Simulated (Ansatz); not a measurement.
Vertical ionisation energy (eV) of eight silicon and germanium compounds: PBE beside CAM-B3LYP, computed with Ansatz (an electronic-structure program) for isolated molecules in the bases named; differences from unrounded values. The eight are the first of their class met in an unordered collection, after screening for sound electronic states; none was chosen by its value. Functionals give these values as differences of separate SCF runs (ΔSCF), EOM-CCSD as a root; each molecule has one DFT geometry for both levels.

```
molecule                                                          basis  CAM-B3LYP    PBE  difference
------------------------------------------------------------  ---------  ---------  -----  ----------
C3H11NSi2, SMILES [SiH3][C@@H]1CCN1[SiH3]                     def2-SVPD       8.16   7.86       -0.30
C₂H₉FOSi₂, SMILES C[SiH2]CO[SiH2]F                            def2-SVPD      10.50    ___         ___
Si(F)(OH)2(SiH3) (FH₅O₂Si₂), SMILES O[Si](O)(F)[SiH3]         def2-SVPD      10.90    ___         ___
C₄H₈OSi, SMILES C1[SiH](C)CC1=O                               def2-SVPD       9.22   8.87       -0.34
Ge(F)(Cl)2(NH2) (Cl2FGeH2N), SMILES [NH2][Ge]([F])([Cl])[Cl]  def2-SVPD      11.18  10.53       -0.64
Si(OH)3(SiH3) (H₆O₃Si₂), SMILES O[Si](O)(O)[SiH3]             def2-SVPD      10.13    ___         ___
CH4N2OSi, SMILES N#CO[SiH2]N                                  def2-SVPD      11.02  10.16       -0.86
fluoro(silylmethyl)silane (CH7FSi2), SMILES [SiH3]C[SiH2]F    def2-SVPD      11.09  10.50       -0.58
```

Q: Some entries are withheld; supply them. (An estimate is asked for; the answer gives what the named calculation found.)

A: 
- Si(F)(OH)2(SiH3) (FH₅O₂Si₂), SMILES O[Si](O)(F)[SiH3], PBE: 10.31
- Si(F)(OH)2(SiH3) (FH₅O₂Si₂), SMILES O[Si](O)(F)[SiH3], difference: -0.58
- Si(OH)3(SiH3) (H₆O₃Si₂), SMILES O[Si](O)(O)[SiH3], PBE: 9.54
- Si(OH)3(SiH3) (H₆O₃Si₂), SMILES O[Si](O)(O)[SiH3], difference: -0.60
- C₂H₉FOSi₂, SMILES C[SiH2]CO[SiH2]F, PBE: 9.87
- C₂H₉FOSi₂, SMILES C[SiH2]CO[SiH2]F, difference: -0.63

PBE lies below CAM-B3LYP in 8 and above it in 0 of the eight; the mean signed difference is -0.57 and the largest -0.86 eV.
